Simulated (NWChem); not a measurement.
System: CH$_{3}$Si, doublet; SMILES [SiH]=C

```xyz
5

C     -0.0418     1.1155    -0.0676
Si    -0.1002    -0.5853     0.2255
H     -0.9250     1.7715    -0.0331
H      0.9226     1.6022    -0.3027
H      1.1503    -1.4411     0.1628
```
Atoms are numbered in this order, from 1.

Results from NWChem. Spin-unrestricted. The geometry was optimised at PBE-D3(BJ)/def2-SVP, spin-unrestricted. No stability test was run on the SCF state. Level: M06-2X/def2-SVP with SMD (1 M gas to 1 M solution), gas-phase geometry. Reactions with the solvent are ignored.

Q: Among these, which solvent gives the highest value of “solvation free energy (kcal/mol)”?
A. dimethyl sulfoxide
B. water
C. dichloromethane
D. chlorobenzene

A: B, water. Values: dichloromethane -1.6; chlorobenzene -1.3; dimethyl sulfoxide -0.3; water 0.7
